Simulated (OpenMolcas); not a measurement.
## Pt7+: from CASSCF to CASPT2

- Program: OpenMolcas
- Basis: ANO-RCC-VQZP [9s8p6d4f2g1h]
- Scalar Hamiltonian: DKH2, point nucleus
- Active space: 3 electrons in 10 orbitals (5d 6d)
- State averaging: 2S+1 = 4 even, 10 roots; 2S+1 = 2 even, 40 roots
- Spin-orbit coupling: state interaction with AMFI integrals over the reference wave functions, term energies averaged over their components

Methods on the same reference wave functions:
A. CASSCF
B. SS-CASPT2, IPEA 0.25 Eh, imaginary shift 0.1 Eh (closed shells correlated: 5s 5p)
C. MS-CASPT2, IPEA 0.25 Eh, imaginary shift 0.1 Eh (closed shells correlated: 5s 5p)
D. XMS-CASPT2, IPEA 0.25 Eh, imaginary shift 0.1 Eh (closed shells correlated: 5s 5p)

Energies in cm⁻¹ above 5d³ ⁴F_3/2.

| Level | A | B | C | D |
| --- | --- | --- | --- | --- |
| 5d³ ⁴F_3/2 | 0.0 | 0.0 | 0.0 | 0.0 |
| 5d³ ⁴F_5/2 | 9341 | 9890 | 9890 | 9780 |
| 5d³ ⁴F_7/2 | 16530 | 16750 | 16750 | 16700 |
| 5d³ ⁴P_1/2 [67 %] | 24268 | 22140 | 22140 | 22210 |
| 5d³ ²G_7/2 [75 %] | 32711 | 31410 | 31410 | 31640 |
| 5d³ ²H_9/2 [54 %] | 33917 | 33200 | 33200 | 33190 |
| 5d³ ⁴P_5/2 | 35320 | 33530 | 33530 | 33500 |
| 5d³ ²P_1/2 [67 %] | 42517 | 39590 | 39590 | 39820 |
| 5d³ ²H_11/2 | 45124 | 43440 | 43440 | 43520 |
| 5d³ ²D_5/2(1) | 49430 | 46690 | 46680 | 47010 |
| 5d³ ²G_9/2 [58 %] | 52828 | 51460 | 51460 | 51660 |
| 5d³ ²F_5/2 | 55928 | 51470 | 51470 | 51700 |
| 5d³ ²F_7/2 | 57393 | 53170 | 53170 | 53510 |
| 5d³ ²P_3/2 [56 %] | 58555 | 55440 | 55440 | 55820 |
| 5d³ ²D_3/2(2) | 83333 | 77710 | 77710 | 77340 |
| 5d³ ²D_5/2(2) | 85105 | 79820 | 79830 | 79740 |

Among B to D the level of the table that moves most is 5d³ ²P_3/2 [56 %], by 380 cm-1 (lowest in B, highest in D). Moves below CASPT2's spread within the term are not significant.

From A to B the spin-free energies of the other terms of 5d³ shown, above ⁴F, scale by factors of 0.81 to 0.89, as is usual when dynamic correlation screens the repulsion within a d or f shell.

The lowest spin-free term lies below A's lowest term by 0.275 hartree in B, 0.275 hartree in C, 0.278 hartree in D.

CASPT2 does not keep the components of a term degenerate, so their means are used; among the terms shown or strongly mixed into the levels shown the widest spread is 570 cm-1 (5d³ ²H, D). Active for correlation alone: 6d; no level in the range computed is led by a configuration that fills it, so any true level of that kind is missing. Without dynamic correlation excited terms often stand tens of per cent too high (terms of higher spin than the ground term too low), and those without a measured partner can miss by more than the paired ones (holds for A). Levels of configurations outside the active space are missing. The table leaves out levels that lie high or whose names do not pair safely across all columns.

A share in square brackets marks a mixed level and gives the weight of the term that names it, the lowest over the columns. A number in round brackets counts repeated terms of one configuration in the order of the reference energies.
